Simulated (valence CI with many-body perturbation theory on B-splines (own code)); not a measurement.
The numbers below are computed, except where a source is named.
# Level structure of P8+

Method: relativistic CI+MBPT: five valence electrons over a frozen Dirac-Fock core [He], a basis of 11 s, 11 p, 10 d, 8 f, 5 g, 2 h functions for each j, with the one-electron correlation potential Σ1, the two-electron term Σ2, the three-electron term Σ3, Breit, model QED; selected CI, second order for the rest, scaled by the run's own slope (own B-spline code, finite nucleus).

No measured spectrum was set against this ion. As an estimate, levels of excited configurations hold to 0.05 to 0.15 % of their energy, terms of the ground configuration to about 0.5 %. Among the levels kept, up to 6100 cm⁻¹ of a level comes from second order outside the variational space, and about a tenth of that is noise between levels of different J, which matters for small intervals.

Levels 46 to 90 of 194, with energies above the lowest level, 2s2 2p3 4S°_3/2. "Leading %" is the weight of the configuration and term that name the level; weights of strongly mixed levels are sums over their largest components and can fall short. In the jj column 3d3/2^4 stands for four electrons in 3d with j = 3/2.

```csv
No.,Configuration,Term,J,E (cm⁻¹),Leading %,Second component,Leading jj
46,2s2 2p2 3d,4F,7/2,1955900,93,,2s^2 2p1/2 2p3/2 3d5/2 (66 %)
47,2s2 2p2 3d,4F,9/2,1959100,97,,2s^2 2p3/2^2 3d5/2 (58 %)
48,2s2 2p2 3d,2P,3/2,1962800,65,29 % 2s2 2p2 3d 4D,2s^2 2p1/2 2p3/2 3d3/2 (56 %)
49,2s2 2p2 3d,4D,1/2,1964000,78,18 % 2s2 2p2 3d 2P,2s^2 2p1/2 2p3/2 3d3/2 (95 %)
50,2s 2p3 3s,4S°,3/2,1965700,86,12 % 2s2 2p2 3p 4S°,2s 2p1/2 2p3/2^2 3s (47 %)
51,2s2 2p2 3d,4D,5/2,1965700,84,5 % 2s2 2p2 3d 4P,2s^2 2p1/2^2 3d5/2 (23 %)
52,2s2 2p2 3d,4D,3/2,1966600,64,30 % 2s2 2p2 3d 2P,2s^2 2p1/2 2p3/2 3d5/2 (56 %)
53,2s2 2p2 3d,4D,7/2,1967400,88,6 % 2s2 2p2 3d 2F,2s^2 2p1/2 2p3/2 3d5/2 (49 %)
54,2s2 2p2 3d,2P,1/2,1970100,78,19 % 2s2 2p2 3d 4D,2s^2 2p3/2^2 3d5/2 (63 %)
55,2s2 2p2 3d,2F,5/2,1973400,93,,2s^2 2p1/2 2p3/2 3d5/2 (55 %)
56,2s2 2p2 3p,2P°,1/2,1975800,94,4 % 2p4 3p 2P°,2s^2 2p3/2^2 3p1/2 (73 %)
57,2s2 2p2 3p,2P°,3/2,1975800,93,4 % 2p4 3p 2P°,2s^2 2p3/2^2 3p3/2 (65 %)
58,2s2 2p2 3d,4P,5/2,1978000,90,6 % 2s2 2p2 3d 4D,2s^2 2p1/2 2p3/2 3d5/2 (42 %)
59,2s2 2p2 3d,2F,7/2,1979500,91,6 % 2s2 2p2 3d 4D,2s^2 2p3/2^2 3d5/2 (58 %)
60,2s2 2p2 3d,4P,3/2,1980000,93,,2s^2 2p1/2 2p3/2 3d3/2 (32 %)
61,2s2 2p2 3d,4P,1/2,1981000,95,,2s^2 2p3/2^2 3d3/2 (50 %)
62,2s2 2p2 3d,2D,3/2,2003800,95,,2s^2 2p1/2 2p3/2 3d5/2 (48 %)
63,2s2 2p2 3d,2D,5/2,2005100,95,,2s^2 2p1/2 2p3/2 3d3/2 (31 %)
64,2s 2p3 3p,6P,3/2,2010500,99,,2s 2p1/2 2p3/2^2 3p1/2 (45 %)
65,2s 2p3 3p,6P,5/2,2011100,99,,2s 2p1/2 2p3/2^2 3p1/2 (28 %)
66,2s 2p3 3p,6P,7/2,2012000,99,,2s 2p1/2 2p3/2^2 3p3/2 (55 %)
67,2s2 2p2 3d,2G,7/2,2022500,93,4 % 2s2 2p2 3d 2F,2s^2 2p1/2 2p3/2 3d3/2 (49 %)
68,2s2 2p2 3d,2G,9/2,2023100,97,,2s^2 2p1/2 2p3/2 3d5/2 (59 %)
69,2s2 2p2 3d,2F,5/2,2031100,55,40 % 2s2 2p2 3d 2D,2s^2 2p1/2 2p3/2 3d3/2 (46 %)
70,2s2 2p2 3d,2F,7/2,2031300,92,,2s^2 2p1/2 2p3/2 3d5/2 (56 %)
71,2s2 2p2 3d,2D,3/2,2031400,96,,2s^2 2p1/2 2p3/2 3d3/2 (44 %)
72,2s2 2p2 3d,2D,5/2,2034400,57,40 % 2s2 2p2 3d 2F,2s^2 2p3/2^2 3d5/2 (57 %)
73,2s 2p3 3p,4P,5/2,2043300,98,,2s 2p1/2 2p3/2^2 3p3/2 (32 %)
74,2s 2p3 3p,4P,3/2,2043700,98,,2s 2p1/2 2p3/2^2 3p3/2 (37 %)
75,2s 2p3 3p,4P,1/2,2044000,89,8 % 2s2 2p2 3d 2P,2s 2p1/2 2p3/2^2 3p3/2 (56 %)
76,2s2 2p2 3d,2P,1/2,2044300,88,8 % 2s 2p3 3p 4P,2s^2 2p1/2 2p3/2 3d5/2 (34 %)
77,2s2 2p2 3d,2P,3/2,2046100,96,,2s^2 2p3/2^2 3d5/2 (38 %)
78,2s2 2p2 3d,2S,1/2,2051900,95,,2s^2 2p1/2 2p3/2 3d5/2 (32 %)
79,2s 2p3 3s,4D°,5/2,2074600,97,,2s 2p1/2 2p3/2^2 3s (72 %)
80,2s 2p3 3s,4D°,7/2,2074600,97,,2s 2p1/2 2p3/2^2 3s (97 %)
81,2s 2p3 3s,4D°,3/2,2074700,97,,2s 2p1/2 2p3/2^2 3s (54 %)
82,2s 2p3 3s,4D°,1/2,2074800,97,,2s 2p1/2 2p3/2^2 3s (43 %)
83,2s2 2p2 3d,2D,5/2,2090500,94,4 % 2p4 3d 2D,2s^2 2p3/2^2 3d5/2 (64 %)
84,2s2 2p2 3d,2D,3/2,2091800,94,4 % 2p4 3d 2D,2s^2 2p3/2^2 3d3/2 (72 %)
85,2s 2p3 3s,2D°,5/2,2105900,95,,2s 2p1/2 2p3/2^2 3s (88 %)
86,2s 2p3 3s,2D°,3/2,2106100,95,,2s 2p1/2 2p3/2^2 3s (54 %)
87,2s 2p3 3d,6D°,7/2,2120000,99,,2s 2p1/2 2p3/2^2 3d5/2 (34 %)
88,2s 2p3 3d,6D°,5/2,2120000,99,,2s 2p1/2 2p3/2^2 3d3/2 (36 %)
89,2s 2p3 3d,6D°,9/2,2120000,99,,2s 2p1/2 2p3/2^2 3d5/2 (55 %)
90,2s 2p3 3d,6D°,1/2,2120000,99,,2s 2p1/2 2p3/2^2 3d3/2 (53 %)
```

Names give the largest LS component (configuration and term), which can be under half, so a name can repeat, a term be missing and a line seem to break the LS rules; names also repeat where a configuration has a term twice.
